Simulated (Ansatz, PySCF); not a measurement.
This PySCF input computes a B3LYP/def2-TZVPD energy:

```python
from pyscf import gto, scf, dft

mol = gto.M(
    atom='''
    Ge    0.00000000   -0.00000000   -0.00000000
    H    -0.62084931   -0.89938570   -1.07909442
    H     0.56820009   -0.87256181    1.12897202
    H    -1.07716225    0.93547100    0.56869039
    H     1.12981147    0.83647651   -0.61856799
    ''',
    basis='def2-tzvpd',
    charge=0,
    spin=0,
    verbose=4,
)

mf = dft.RKS(mol, xc='b3lyp').density_fit(auxbasis='def2-universal-jkfit')
mf.grids.level = 3
mf.conv_tol = 1e-9
mf.max_cycle = 100
mf.max_memory = 1500
mf.kernel()
if not mf.converged:
    mf = mf.newton()
    mf.kernel(mf.make_rdm1())
mf.analyze()
```

Write an input for the same energy in Ansatz (a first-principles code) and say what it gives.


Ansatz 0.2 input:
```yaml
crystal:
  periodic: [false, false, false]
  atoms:
    - {symbol: Ge, position_ang: [0.00000000, -0.00000000, -0.00000000]}
    - {symbol: H, position_ang: [-0.62084931, -0.89938570, -1.07909442]}
    - {symbol: H, position_ang: [0.56820009, -0.87256181, 1.12897202]}
    - {symbol: H, position_ang: [-1.07716225, 0.93547100, 0.56869039]}
    - {symbol: H, position_ang: [1.12981147, 0.83647651, -0.61856799]}
basis:
  gaussian:
    orbitals: def2-TZVPD
hamiltonian:
  xc: {name: B3LYP}
output: {forces: true}
```
It gives -2079.44209 Eh, and PySCF -2079.44216 Eh, a difference of 0.07 mEh, from the treatment of integrals and grids.
